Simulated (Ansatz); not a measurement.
Molecule: GeS, charge 0, multiplicity 1. 
Structure (B3LYP-D3(BJ)/def2-TZVP (Ansatz, a quantum-chemistry and plane-wave program) minimum search):
SMILES: [S]=[Ge]
```xyz
2

Ge     0.0000     0.0000    -0.6762
S      0.0000     0.0000     1.3523
```
Charge 0, spin multiplicity 1.

Wanted: vertical ionisation energy (to the doublet state of charge +1; each state is the SCF solution reached for its spin), in eV. Cores are frozen in the correlated levels unless marked. UHF or UKS for open shells. Spin-orbit coupling is left out. Frozen are the shells of the preceding noble gas and the d and f shells that filled before the atom's block. No relativistic terms. CBS(X,Y): correlation extrapolated as X^-3; Hartree-Fock from the larger set.

| level | program | vertical ionisation energy (eV) |
|---|---|---|
| SVWN5/def2-TZVPD | Ansatz | 10.45 |
| r2SCAN/def2-TZVPD | Ansatz | … |
| B3LYP/def2-TZVPD | Ansatz | 10.17 |
| PBE0/def2-TZVPD | Ansatz | … |
| BHLYP/def2-TZVPD | Ansatz | 9.89 |
| wB97X-V/def2-TZVPD | Ansatz | … |
| CCSD/def2-QZVPPD | Ansatz | 10.04 |
| CCSD(T)/CBS(def2-TZVPPD,def2-QZVPPD) | Ansatz | … |

**Question.** What belongs in the gaps?

**Answer.** 
- r2SCAN/def2-TZVPD, vertical ionisation energy (eV): 10.25
- PBE0/def2-TZVPD, vertical ionisation energy (eV): 10.13
- wB97X-V/def2-TZVPD, vertical ionisation energy (eV): 10.06
- CCSD(T)/CBS(def2-TZVPPD,def2-QZVPPD), vertical ionisation energy (eV): 10.30
